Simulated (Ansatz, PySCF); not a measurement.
Gas-phase reaction (SMILES): C[CH2][Ge]([F])([F])[CH2]C [diethyl(difluoro)germane] + 6 [H][H] (H2) → 4 C (CH4) + 2 F (HF) + [GeH4] (GeH4); energy of full hydrogenation.

Geometries: B3LYP-D3(BJ)/def2-TZVP minima from Ansatz (a first-principles code), one conformer each, not searched for the lowest. Correlated levels leave the core frozen unless marked. No spin-orbit coupling. The frozen core is the preceding noble-gas configuration, with the filled d and f shells of earlier blocks. Non-relativistic. Basis-set limits of correlation are two-point, X^-3; Hartree-Fock from the larger set. [CCSD(T)-MP2]/basis is that difference in the basis named. Thermal terms are rigid-rotor harmonic-oscillator values from B3LYP-D3(BJ) frequencies (Ansatz or PySCF) at 298.15 K and 1 atm. 1 Eh = 627.5095 kcal/mol.

| species | E, RI-MP2/CBS(aug-cc-pVTZ,aug-cc-pVQZ)+[CCSD(T)-MP2]/aug-cc-pVTZ (Ansatz) (Eh) | E, wB97X-V/def2-TZVPD (Ansatz) (Eh) | H - E (Eh) |
|---|---|---|---|
| C[CH2][Ge]([F])([F])[CH2]C | -2433.45479 | -2435.09440 | 0.14707 |
| [H][H] (H2) | -1.17524 | -1.17238 | 0.01336 |
| C (CH4) | -40.46129 | -40.51531 | 0.04840 |
| F (HF) | -100.39388 | -100.45520 | 0.01259 |
| [GeH4] (GeH4) | -2077.90850 | -2079.19696 | 0.03354 |

Question: Work out ΔE and ΔH at 298.15 K at the first level, then ΔH at the second.

Answer: 
1. ΔE = [4×(-40.46129) + 2×(-100.39388) + (-2077.90850)] - [(-2433.45479) + 6×(-1.17524)] = -0.03519 Eh = -22.1 kcal/mol at RI-MP2/CBS(aug-cc-pVTZ,aug-cc-pVQZ)+[CCSD(T)-MP2]/aug-cc-pVTZ.
2. The terms H - E add up to 0.02509 Eh, so ΔH = (-0.03519 + (0.02509))×627.5095 = -6.3 kcal/mol.
3. At wB97X-V/def2-TZVPD the same steps give ΔE = -25.1 and ΔH = -9.3 kcal/mol, a shift of -3.0 from the first level.
4. These values are not checked against measurement here, since the tables used lack a sound gas-phase enthalpy of formation for at least one species.
